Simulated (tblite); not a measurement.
C7H8NPS.
Numbering: `[CH2:1]=[CH:2][P@H:3](=[S:4])[c:5]1[cH:6][cH:7][cH:8][cH:9][n:10]1` (hydrogens: H11, H12 on C1; H13 on C2; H14 on P3; H15 on C6; H16 on C7; H17 on C8; H18 on C9)

Computed with GFN2-xTB (tblite), gas phase: L-BFGS steps from a force-field or distance-geometry start until the largest atomic force falls under 0.01 eV/Å.

Step 19: E = -754.4651 eV
```
atom  x, y, z in Å  |  force x, y, z in eV/Å
C1      3.1350    0.7162    0.1971    0.033  -0.057   0.008
C2      2.2540   -0.0921    0.7617   -0.005  -0.006   0.008
P3      1.2878   -1.2576   -0.2427   -0.021   0.064  -0.043
S4      1.8879   -1.6253   -2.0402    0.051   0.022   0.025
C5     -0.3777   -0.5306   -0.1273   -0.006   0.033  -0.013
C6     -0.8321    0.3609   -1.0901   -0.005   0.001   0.032
C7     -2.0855    0.9199   -0.9052   -0.010  -0.004  -0.007
C8     -2.8198    0.5451    0.2115    0.001   0.060  -0.026
C9     -2.2690   -0.3659    1.1030   -0.011   0.030  -0.038
N10    -1.0662   -0.8893    0.9466   -0.016   0.030  -0.068
H11     3.3474    0.6445   -0.8583    0.001  -0.023  -0.056
H12     3.6903    1.4476    0.7582    0.036   0.051   0.022
H13     2.0101   -0.0551    1.8152   -0.013  -0.020  -0.001
H14     1.1256   -2.3213    0.6442    0.017  -0.049   0.027
H15    -0.2088    0.5970   -1.9435   -0.039  -0.043   0.062
H16    -2.4788    1.6353   -1.6153   -0.005  -0.049   0.040
H17    -3.7981    0.9637    0.3908   -0.010  -0.033   0.009
H18    -2.8109   -0.6867    1.9824    0.002  -0.008   0.019
```

Step 20: E = -754.4663 eV
```
atom  x, y, z in Å  |  force x, y, z in eV/Å
C1      3.1375    0.7116    0.1987    0.028  -0.024  -0.007
C2      2.2553   -0.0922    0.7674   -0.006  -0.009   0.002
P3      1.2900   -1.2555   -0.2412   -0.051   0.052  -0.033
S4      1.8924   -1.6179   -2.0398    0.046   0.026   0.048
C5     -0.3762   -0.5272   -0.1270   -0.012   0.013  -0.023
C6     -0.8344    0.3602   -1.0914    0.000   0.022   0.037
C7     -2.0875    0.9200   -0.9059    0.014  -0.009  -0.002
C8     -2.8197    0.5481    0.2125   -0.018   0.025  -0.029
C9     -2.2698   -0.3651    1.1014    0.019   0.013  -0.016
N10    -1.0663   -0.8869    0.9450   -0.002   0.015  -0.042
H11     3.3428    0.6375   -0.8581    0.015  -0.031  -0.051
H12     3.6951    1.4469    0.7529    0.033   0.040   0.028
H13     2.0111   -0.0498    1.8208   -0.012  -0.035  -0.008
H14     1.1236   -2.3243    0.6413    0.023  -0.022   0.011
H15    -0.2124    0.5949   -1.9450   -0.025  -0.035   0.035
H16    -2.4819    1.6339   -1.6156   -0.009  -0.035   0.019
H17    -3.7988    0.9625    0.3918   -0.030  -0.008   0.011
H18    -2.8095   -0.6904    1.9803   -0.013   0.002   0.020
```

Step 21: E = -754.4670 eV
```
atom  x, y, z in Å  |  force x, y, z in eV/Å
C1      3.1398    0.7087    0.1996    0.025   0.003  -0.014
C2      2.2561   -0.0924    0.7704   -0.001  -0.001  -0.008
P3      1.2905   -1.2537   -0.2408   -0.046   0.024  -0.007
S4      1.8960   -1.6135   -2.0388    0.042   0.028   0.049
C5     -0.3755   -0.5250   -0.1273   -0.018  -0.005  -0.013
C6     -0.8359    0.3603   -1.0913    0.020   0.027   0.020
C7     -2.0884    0.9199   -0.9062   -0.003   0.005   0.004
C8     -2.8199    0.5503    0.2127   -0.026  -0.010  -0.011
C9     -2.2702   -0.3642    1.1002    0.014   0.006   0.005
N10    -1.0668   -0.8852    0.9435    0.011  -0.005  -0.012
H11     3.3405    0.6333   -0.8588    0.022  -0.033  -0.026
H12     3.6982    1.4470    0.7503    0.021   0.012   0.016
H13     2.0113   -0.0475    1.8237   -0.009  -0.040  -0.013
H14     1.1231   -2.3264    0.6398    0.024   0.008  -0.008
H15    -0.2149    0.5930   -1.9450   -0.009  -0.020   0.005
H16    -2.4839    1.6325   -1.6155   -0.012  -0.019  -0.003
H17    -3.7999    0.9615    0.3926   -0.039   0.008   0.009
H18    -2.8088   -0.6923    1.9793   -0.013   0.012   0.007
```

Question: Estimate the geometry and energy of step 22. (The exact step hangs on the optimiser's Hessian estimate; all steps are aligned on step 21, rigid shifts and turns removed.)

Answer: E = -754.4674 eV, largest force 0.060 eV/Å
```
atom  x, y, z in Å  |  force x, y, z in eV/Å
C1      3.1415    0.7071    0.1998    0.018   0.015  -0.014
C2      2.2566   -0.0924    0.7716    0.004   0.009  -0.016
P3      1.2898   -1.2523   -0.2408   -0.021   0.001   0.016
S4      1.8989   -1.6111   -2.0375    0.039   0.027   0.036
C5     -0.3756   -0.5240   -0.1277   -0.017  -0.013  -0.004
C6     -0.8363    0.3610   -1.0908    0.006   0.031   0.008
C7     -2.0890    0.9200   -0.9062   -0.007   0.006   0.011
C8     -2.8206    0.5515    0.2126   -0.028  -0.027   0.005
C9     -2.2703   -0.3634    1.0997    0.007  -0.001   0.017
N10    -1.0671   -0.8844    0.9423    0.001  -0.014   0.017
H11     3.3398    0.6307   -0.8597    0.024  -0.030   0.001
H12     3.7002    1.4475    0.7495    0.009  -0.014   0.000
H13     2.0111   -0.0473    1.8247   -0.005  -0.039  -0.017
H14     1.1236   -2.3275    0.6389    0.021   0.027  -0.019
H15    -0.2163    0.5915   -1.9446    0.008  -0.006  -0.021
H16    -2.4852    1.6313   -1.6154   -0.017  -0.003  -0.021
H17    -3.8012    0.9610    0.3930   -0.034   0.012   0.004
H18    -2.8086   -0.6929    1.9789   -0.008   0.018  -0.003
```

The energy changes by -0.0005 eV. The first-order estimate −F·Δx gives -0.0006 eV and the mean of the old and new forces, exact on a quadratic surface, -0.0005 eV. The step makes an angle of 56° with the force vector and moves no atom by more than 0.004 Å.

The cost below is that of the whole relaxation. Hardware: one thread of an Intel Xeon Platinum 8259CL at 2.50 GHz, shared host with 96 logical CPUs at a one-minute load of 30. Cost: 2.1 s of wall time.
